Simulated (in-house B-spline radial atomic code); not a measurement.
**Ionising Rb9+ with different functionals**

Computed with a B-spline radial code for spherical atoms: non-relativistic Hamiltonian, point nucleus, spin-polarised at highest spin, spherical fractional occupations for the functionals, and exact exchange of hybrids averaged over the configuration. The ionisation energy is the difference of two self-consistent energies, [Ar] 3d10 → [Ar] 3d9, without Breit or QED terms; ε is the level of the shell that loses the electron (its least bound occupied spin orbital). There is no spin-orbit coupling in this Hamiltonian.

```csv
method,rung,ΔSCF (eV),-ε(3d) (eV)
PBE0,global hybrid,278.52,265.02
B3LYP,global hybrid,278.57,263.90
TPSSh,global hybrid,278.37,261.42
M06-2X,global hybrid,278.34,271.41
BHandHLYP,global hybrid,278.49,270.78
r2SCAN0,global hybrid,279.42,266.07
B97-1,global hybrid,278.53,264.09
HSE06,range-separated hybrid,278.42,264.50
wB97X,range-separated hybrid,278.11,266.26
CAM-B3LYP,range-separated hybrid,278.48,265.87
LC-wPBE,range-separated hybrid,278.31,264.97
```

Task: Among the functionals, which spreads more, the ΔSCF values or the orbital energies?

Result: The orbital energies: ΔSCF values span about 1.32 eV and the orbital energies 10.00 eV; here energy differences depend much less on the functional than eigenvalues do.

Task: How do they compare with the NIST value?

Result: NIST lists 277.1 eV ± 0.12 (measured, ground level to ground level). Errors run from +0.99 to +2.30 eV; wB97X is closest (+0.99 eV), but part of that can be cancellation, since the calculations leave out relativity, Breit-QED terms, multiplet and fine-structure energies.
